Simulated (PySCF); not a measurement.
Frontier levels across methods

Species: C4H5BCl2.
Atom-mapped SMILES: `[CH2:1]=[C:2]=[CH:3][CH2:4][B:5]([Cl:6])[Cl:7]` (hydrogens: H8, H9 on C1; H10 on C3; H11, H12 on C4)

Cartesian coordinates in Å at the PBE0-D3(BJ)/def2-SVP level; atoms count from 1:
```xyz
12
C4H5BCl2 angstrom
C      2.2523    0.0964   -0.0728
C      1.1709   -0.5959    0.1740
C      0.0818   -1.2816    0.4188
C     -1.2691   -1.0149   -0.1968
B     -2.2306   -0.2761    0.8026
Cl    -3.8051   -0.9247    1.2230
Cl    -1.7521    1.2458    1.5232
H      2.4921    0.9924    0.5097
H      2.9516   -0.1956   -0.8645
H      0.1395   -2.0939    1.1552
H     -1.7265   -1.9527   -0.5471
H     -1.1496   -0.3549   -1.0742
```

Basis pcSseg-1 throughout (PySCF), one geometry. The structure is a single PBE0-D3(BJ)/def2-SVP conformer in the gas phase; no vibrational or solvent corrections.

**Question.** How do the orbital energies, the gap and the dipole change with the method?

**Answer.** 
```json
{"method": "OPBE", "kind": "GGA", "HOMO (eV)": "-6.22", "LUMO (eV)": "-2.33", "gap (eV)": "3.89", "μ (D)": "1.25", "SCF cycles": "15"}
{"method": "PBE", "kind": "GGA", "HOMO (eV)": "-6.25", "LUMO (eV)": "-2.43", "gap (eV)": "3.81", "μ (D)": "1.19", "SCF cycles": "14"}
{"method": "BP86", "kind": "GGA", "HOMO (eV)": "-6.36", "LUMO (eV)": "-2.52", "gap (eV)": "3.84", "μ (D)": "1.22", "SCF cycles": "14"}
{"method": "LDA", "kind": "LDA", "HOMO (eV)": "-6.40", "LUMO (eV)": "-2.68", "gap (eV)": "3.71", "μ (D)": "1.24", "SCF cycles": "14"}
{"method": "B3LYP", "kind": "global hybrid", "HOMO (eV)": "-7.20", "LUMO (eV)": "-1.68", "gap (eV)": "5.52", "μ (D)": "1.26", "SCF cycles": "13"}
{"method": "mPW1PW91", "kind": "global hybrid", "HOMO (eV)": "-7.47", "LUMO (eV)": "-1.54", "gap (eV)": "5.93", "μ (D)": "1.35", "SCF cycles": "13"}
{"method": "HF", "kind": "Hartree–Fock", "HOMO (eV)": "-10.02", "LUMO (eV)": "2.24", "gap (eV)": "12.26", "μ (D)": "1.61", "SCF cycles": "11"}
{"method": "LC-wPBE", "kind": "range-separated hybrid", "HOMO (eV)": "-10.15", "LUMO (eV)": "0.72", "gap (eV)": "10.88", "μ (D)": "1.44", "SCF cycles": "14"}
```

The HOMO spans 3.93 eV, from OPBE down to LC-wPBE, and the gap runs from 3.71 eV (LDA) to 12.26 eV (HF). Over the methods OPBE (0 %), PBE (0 %), BP86 (0 %), LDA (0 %), B3LYP (20 %), mPW1PW91 (25 %), HF (100 %), a straight line through the gap against the share of exact exchange rises by 0.84 eV for each 10 % (correlation coefficient 1.000). The dipole ranges from 1.19 D (PBE) to 1.61 D (HF). This basis has no diffuse functions.
